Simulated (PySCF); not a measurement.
## Basis and Hamiltonian dependence of the ionisation energy of Co(2+)

Co(2+) [Ar] 3d7 (4F) → Co(3+) [Ar] 3d6 (5D). Calculated with PySCF 2.14 from differences of total energies of unrestricted determinants, without spin-orbit coupling. Values in eV.

```csv
basis,Hamiltonian,functions,UHF,LDA,PBE0,MP2 (valence),CCSD(T) (valence),CCSD(T) (valence and next inner shell)
Sapporo-DKH3-DZP-2012,spin-free X2C,40,31.198,n/a,33.728,32.819,n/a,n/a
x2c-TZVPall,spin-free X2C,48,31.174,34.353,33.678,32.714,n/a,n/a
ANO-RCC-VTZP,spin-free X2C,59,31.682,34.669,34.094,33.637,33.502,33.585
aug-cc-pVDZ,non-relativistic,59,31.693,34.614,34.052,33.369,33.272,n/a
x2c-TZVPPall,spin-free X2C,64,31.190,34.340,33.673,32.991,32.901,33.095
def2-TZVPPD,non-relativistic,67,31.440,34.565,33.906,33.229,33.140,33.332
cc-pVTZ,non-relativistic,68,31.448,34.619,n/a,33.263,n/a,n/a
cc-pVTZ-DK,spin-free X2C,68,31.199,34.399,n/a,33.026,n/a,n/a
"x2c-TZVPPall with one added diffuse shell each of s, p, d, f type",spin-free X2C,80,31.189,34.338,33.671,33.001,32.913,33.110
aug-cc-pVTZ,non-relativistic,93,31.448,34.617,33.928,33.306,33.213,n/a
aug-cc-pwCVTZ,non-relativistic,127,31.443,34.598,33.923,33.385,n/a,n/a
"x2c-QZVPPall with one added diffuse shell each of s, p, d, f, g type",spin-free X2C,128,31.198,34.387,33.698,33.090,n/a,n/a
aug-cc-pVQZ,non-relativistic,140,31.450,34.612,33.930,33.414,n/a,n/a
```

Question: Estimate the row for aug-cc-pV5Z (non-relativistic, 202 functions).

Answer: From the rows with the same Hamiltonian and similar size; the calculation gives UHF 31.45; LDA 34.60; PBE0 33.93; MP2 (valence) 33.48 (eV).

Extrapolation of MP2 (valence) from aug-cc-pVQZ and aug-cc-pV5Z: the correlation parts are 1.965 and 2.025 eV; with the X⁻³ form and unrounded values, (5³ × 2.025 − 4³ × 1.965)/(5³ − 4³) = 2.088 eV, and adding the Hartree-Fock value 31.451 eV of the larger basis gives 33.539 eV.

Frozen in the all-electron rows: valence: [Ar]; valence and next inner shell: [Ne].

At UHF, ANO-RCC-VTZP lies more than 0.3 eV from the median of the rows with comparable relativity. Sets contracted for the neutral atom can be stiff in a shell that they treat as core.

Non-relativistic rows lack the scalar-relativistic shift.

Between the lowest levels the reference is 33.5 ± 0.06 eV (semi-empirical (NIST evaluation); NIST Atomic Spectra Database, ionization energies); it includes spin-orbit coupling, which these numbers lack.
